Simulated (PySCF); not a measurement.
**How the method moves the HOMO and LUMO of diisopropyl ether**

Diisopropyl ether, C6H14O.
Z-matrix (Å and degrees, PBE0-D3(BJ)/def2-SVP geometry), rows numbered from 1:
```
C 
C   1  1.5221
C   2  1.5161  1  112.39
O   2  1.4113  1  110.68  3  -119.64
C   4  1.4115  2  116.27  1   -84.30
C   5  1.5161  4  107.06  2   153.40
C   5  1.5221  4  110.69  2   -83.82
H   1  1.1005  2  111.37  3   179.98
H   1  1.1006  2  111.19  3   -59.83
H   1  1.1009  2  109.83  3    60.35
H   2  1.1089  1  108.69  3   120.04
H   3  1.0994  2  110.37  1   178.63
H   3  1.0999  2  111.23  1    57.71
H   3  1.1009  2  109.86  1   -62.43
H   5  1.1089  4  109.55  2    36.03
H   6  1.1000  5  111.21  4   179.88
H   6  1.1009  5  109.90  4    59.73
H   6  1.0994  5  110.35  4   -59.25
H   7  1.1005  5  111.35  4    59.54
H   7  1.1009  5  109.87  4   -60.10
H   7  1.1006  5  111.20  4   179.70
```

Basis pcSseg-1 throughout (PySCF), one geometry. Geometry: PBE0-D3(BJ)/def2-SVP, one conformer, isolated molecule.

**Question.** How do the orbital energies, the gap and the dipole change with the method?

**Answer.** 
```tsv
method	kind	HOMO (eV)	LUMO (eV)	gap (eV)	μ (D)	SCF cycles
B97-D	GGA	-5.62	0.68	6.30	1.15	14
KT3	GGA	-5.78	0.43	6.21	1.11	14
B97-2	global hybrid	-6.88	1.39	8.28	1.21	12
PBE0	global hybrid	-7.16	1.36	8.52	1.21	12
mPW1PW91	global hybrid	-7.19	1.40	8.59	1.22	12
CAM-B3LYP	range-separated hybrid	-8.59	2.21	10.80	1.25	12
BHandHLYP	global hybrid	-8.67	2.06	10.73	1.29	12
wB97X-D	range-separated hybrid	-9.06	3.16	12.22	1.23	13
HF	Hartree–Fock	-11.05	4.24	15.30	1.39	10
```

The HOMO spans 5.44 eV, from B97-D down to HF, and the gap runs from 6.21 eV (KT3) to 15.30 eV (HF). Over the methods B97-D (0 %), KT3 (0 %), B97-2 (21 %), PBE0 (25 %), mPW1PW91 (25 %), BHandHLYP (50 %), HF (100 %), a straight line through the gap against the share of exact exchange rises by 0.90 eV for each 10 % (correlation coefficient 1.000). The dipole ranges from 1.11 D (KT3) to 1.39 D (HF). This basis has no diffuse functions.

The vertical ΔSCF ionisation energy at CAM-B3LYP/def2-SVPD is 9.33 eV; −ε(HOMO) comes closest to it with wB97X-D (9.06 eV).
